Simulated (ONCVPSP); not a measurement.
Reading a pseudo-wave (chlorine)

Columns: radius, all-electron u(r) and pseudo u(r) of the 2p shell (level -191.73 eV) of chlorine in the configuration [He] 2s2 2p6 3s2 3p5; BLYP, scalar-relativistic, ONCV scheme, ONCVPSP 4.0.1.

| r (bohr) | all-electron | pseudo |
| --- | --- | --- |
| 0.045 | 0.2203 | 0.1163 |
| 0.090 | 0.6108 | 0.4201 |
| 0.135 | 0.9747 | 0.8128 |
| 0.180 | 1.2459 | 1.1792 |
| 0.225 | 1.4165 | 1.4384 |
| 0.270 | 1.4985 | 1.5644 |
| 0.315 | 1.5108 | 1.5770 |
| 0.360 | 1.4725 | 1.5169 |
| 0.405 | 1.3999 | 1.4214 |
| 0.450 | 1.3062 | 1.3134 |
| 0.495 | 1.2010 | 1.2022 |
| 0.540 | 1.0914 | 1.0912 |
| 0.585 | 0.9824 | 0.9821 |
| 0.630 | 0.8774 | 0.8771 |
| 0.675 | 0.7785 | 0.7782 |
| 0.720 | 0.6869 | 0.6867 |
| 0.765 | 0.6033 | 0.6031 |
| 0.810 | 0.5276 | 0.5275 |
| 0.855 | 0.4598 | 0.4597 |
| 0.900 | 0.3997 | 0.3996 |
| 0.945 | 0.3465 | 0.3464 |
| 0.990 | 0.2998 | 0.2997 |
| 1.035 | 0.2588 | 0.2587 |
| 1.080 | 0.2231 | 0.2230 |
| 1.125 | 0.1919 | 0.1919 |
| 1.170 | 0.1649 | 0.1649 |

Question: How many radial nodes do the two functions have?

Answer: The all-electron 2p function has n − l − 1 = 0; the pseudo-wave has 0.

Question: At about which radius was the pseudo-wave matched?

Answer: 0.60 bohr. The columns agree to 0.0005 from 0.54 bohr on; several derivatives are matched, so the curves merge somewhat inside the radius.

Question: Is the pseudo-wave norm-conserving?

Answer: Yes: the ONCV scheme keeps the norm inside the radius equal to the all-electron one, which fixes the energy derivative of the logarithmic derivative at the level.
